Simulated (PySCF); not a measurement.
**SMILES FC1(F)C[C@@H]2C[C@@H]21, C5H6F2**

Geometry:
| atom | x (Å) | y (Å) | z (Å) |
| --- | --- | --- | --- |
| F1 | -1.516 | 1.830 | -0.019 |
| C2 | -0.977 | 0.616 | 0.264 |
| F3 | -1.786 | 0.086 | 1.221 |
| C4 | -0.720 | -0.251 | -0.979 |
| C5 | 0.773 | -0.198 | -0.654 |
| C6 | 0.990 | -0.766 | 0.709 |
| C7 | 0.508 | 0.647 | 0.574 |
| H8 | -1.179 | -1.237 | -0.954 |
| H9 | -1.003 | 0.270 | -1.890 |
| H10 | 1.551 | -0.099 | -1.390 |
| H11 | 2.014 | -0.880 | 1.032 |
| H12 | 0.319 | -1.521 | 1.092 |
| H13 | 1.021 | 1.503 | 0.976 |

Computed with TDDFT BHandHLYP/def2-SVPD circular dichroism and optical rotation, one conformer, gas phase in PySCF 2.14.0. Geometry: GFN2-xTB.

States above about 9.6 eV (minus the energy of the highest occupied orbital) lie near or above the ionisation threshold and depend on the basis.

(1) Draw the ECD and absorption spectra from the lowest 8 states, each a Gaussian of half-width 0.35 eV at 1/e height.

Answers

(1) 
```csv
E (eV),λ (nm),Δε (L mol⁻¹ cm⁻¹),ε (L mol⁻¹ cm⁻¹)
7.85,158,+0.05,2.2
7.95,156,+0.11,5.96
8.05,154,+0.23,16.1
8.15,152,+0.46,43.4
8.25,150,+0.89,113
8.35,149,+1.69,272
8.45,147,+3.01,588
8.55,145,+4.83,1130
8.65,143,+6.71,1920
8.75,142,+7.89,2910
8.85,140,+7.71,3920
8.95,139,+6.26,4700
9.05,137,+4.64,5040
9.15,136,+4.33,4880
9.25,134,+6.07,4350
9.35,133,+9.03,3700
9.45,131,+11.21,3160
9.55,130,+10.89,2760
```
Δε uses R in velocity form, ε uses f in length form. Only the states computed contribute, so the short-wavelength end is incomplete.
